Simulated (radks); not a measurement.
All-electron atom: Sr XXIV in [Ne] 3s2 3p3. Calculated with a radial shooting solver on a logarithmic mesh with Libxc functionals: non-relativistic Kohn-Sham, SCAN, spin-unpolarised, spherical densities, point nucleus; meta-GGA in the generalised Kohn-Sham scheme; relativity is left out, which matters for an element this heavy.

Normalised radial functions P(r) = r R(r), r in bohr:

```
   r/bohr * 2p (the largest magnitude, 2.52, reaches the edge; | marks zero)
 0.004449 |*
 0.005566 |*
 0.006908 |*
 0.008642 | *
  0.01081 |  *
  0.01342 |    *
  0.01679 |      *
    0.021 |         *
  0.02607 |             *
  0.03261 |                  *
   0.0408 |                         *
  0.05063 |                                *
  0.06335 |                                        *
  0.07925 |                                                *
  0.09836 |                                                     *
   0.1231 |                                                      *
   0.1527 |                                                  *
   0.1911 |                                         *
    0.239 |                             *
   0.2967 |                 *
   0.3712 |        *
   0.4643 |  *
   0.5763 |*
    0.721 *
    0.902 *
    1.119 *
    1.401 *
```

2p: eigenvalue -2907.8 eV, 0 radial nodes, <r> = 0.150 bohr, 90 % of the charge inside 0.243 bohr.
